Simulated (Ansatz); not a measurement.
The same molecule with X = O, S, Te. Ansatz, PBE0-D4/def2-TZVP geometries, multiplicity 1. Each molecule was computed in one conformer, which needn't be the lowest.

Elements past krypton have def2 core potentials.

```csv
X,molecule,mean X–B bond length / Å,mean X–H bond length / Å,LUMO energy (ωB97M-V/def2-TZVPP) / eV,LUMO energy (PBE0/def2-TZVPP) / eV,HOMO–LUMO gap (B3LYP/def2-TZVPP) / eV
O,`OB1N[SiH2]1`,1.350,0.962,1.34,-0.27,6.34
S,`SB1N[SiH2]1`,1.781,1.347,1.35,-0.33,6.49
```

**Question.** Give the row for X = Te, `[TeH]B1N[SiH2]1`. (Estimate.)

**Answer.** The calculation gave: 
```json
{"X": "Te", "molecule": "`[TeH]B1N[SiH2]1`", "mean X–B bond length / Å": "2.130", "mean X–H bond length / Å": "1.655", "LUMO energy (ωB97M-V/def2-TZVPP) / eV": "1.13", "LUMO energy (PBE0/def2-TZVPP) / eV": "-0.65", "HOMO–LUMO gap (B3LYP/def2-TZVPP) / eV": "5.47"}
```

From O to Te the mean X–B bond length rises at each step, by 0.780 Å in all; the mean X–H bond length rises at each step, by 0.693 Å in all; the LUMO energy (ωB97M-V/def2-TZVPP) isn't monotonic: highest at S, lowest at Te; the LUMO energy (PBE0/def2-TZVPP) falls at each step, by 0.38 eV in all; the HOMO–LUMO gap (B3LYP/def2-TZVPP) isn't monotonic: highest at S, lowest at Te. Bonds lengthen as the atom grows down the group.

B3LYP here is the variant with VWN-RPA as its local correlation; programs differ in this.

Spin–orbit coupling is left out; it splits and shifts lone-pair levels of the heavy atoms by tenths of an eV.
